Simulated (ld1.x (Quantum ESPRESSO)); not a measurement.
**An all-electron radial function and its pseudo partner (germanium (Ge))**

Columns: radius, all-electron u(r) and pseudo u(r) of the 4s shell (level -15.60 eV) of germanium in the configuration [Ar] 3d10 4s2 4p1.5; PBE, scalar-relativistic, TM scheme, ld1.x (Quantum ESPRESSO) 7.5.

```json
{"r (bohr)": "0.095", "all-electron": "-0.1442", "pseudo": "-0.0255"}
{"r (bohr)": "0.190", "all-electron": "-0.1591", "pseudo": "-0.0516"}
{"r (bohr)": "0.285", "all-electron": "0.1016", "pseudo": "-0.0790"}
{"r (bohr)": "0.380", "all-electron": "0.2997", "pseudo": "-0.1083"}
{"r (bohr)": "0.475", "all-electron": "0.3539", "pseudo": "-0.1403"}
{"r (bohr)": "0.570", "all-electron": "0.2932", "pseudo": "-0.1762"}
{"r (bohr)": "0.665", "all-electron": "0.1664", "pseudo": "-0.2173"}
{"r (bohr)": "0.760", "all-electron": "0.0124", "pseudo": "-0.2650"}
{"r (bohr)": "0.855", "all-electron": "-0.1439", "pseudo": "-0.3208"}
{"r (bohr)": "0.950", "all-electron": "-0.2884", "pseudo": "-0.3854"}
{"r (bohr)": "1.045", "all-electron": "-0.4144", "pseudo": "-0.4575"}
{"r (bohr)": "1.140", "all-electron": "-0.5192", "pseudo": "-0.5331"}
{"r (bohr)": "1.235", "all-electron": "-0.6030", "pseudo": "-0.6056"}
{"r (bohr)": "1.330", "all-electron": "-0.6671", "pseudo": "-0.6673"}
{"r (bohr)": "1.425", "all-electron": "-0.7135", "pseudo": "-0.7135"}
{"r (bohr)": "1.520", "all-electron": "-0.7445", "pseudo": "-0.7445"}
{"r (bohr)": "1.615", "all-electron": "-0.7624", "pseudo": "-0.7624"}
{"r (bohr)": "1.710", "all-electron": "-0.7691", "pseudo": "-0.7691"}
{"r (bohr)": "1.805", "all-electron": "-0.7666", "pseudo": "-0.7666"}
{"r (bohr)": "1.900", "all-electron": "-0.7565", "pseudo": "-0.7565"}
{"r (bohr)": "1.995", "all-electron": "-0.7402", "pseudo": "-0.7402"}
{"r (bohr)": "2.090", "all-electron": "-0.7192", "pseudo": "-0.7192"}
{"r (bohr)": "2.185", "all-electron": "-0.6944", "pseudo": "-0.6944"}
{"r (bohr)": "2.280", "all-electron": "-0.6670", "pseudo": "-0.6670"}
{"r (bohr)": "2.375", "all-electron": "-0.6376", "pseudo": "-0.6376"}
{"r (bohr)": "2.470", "all-electron": "-0.6070", "pseudo": "-0.6070"}
```

(1) How many radial nodes do the two functions have?

(2) At about which radius was the pseudo-wave matched?

(3) Is the pseudo-wave norm-conserving?

Results:

(1) The all-electron 4s function has n − l − 1 = 3 (the table is too coarse to show those close to the nucleus); the pseudo-wave has 0, since the states of the same l below it are removed with the core.

(2) 1.45 bohr. The columns agree to 0.0005 from 1.33 bohr on; several derivatives are matched, so the curves merge somewhat inside the radius.

(3) Yes: the TM scheme keeps the norm inside the radius equal to the all-electron one, which fixes the energy derivative of the logarithmic derivative at the level.
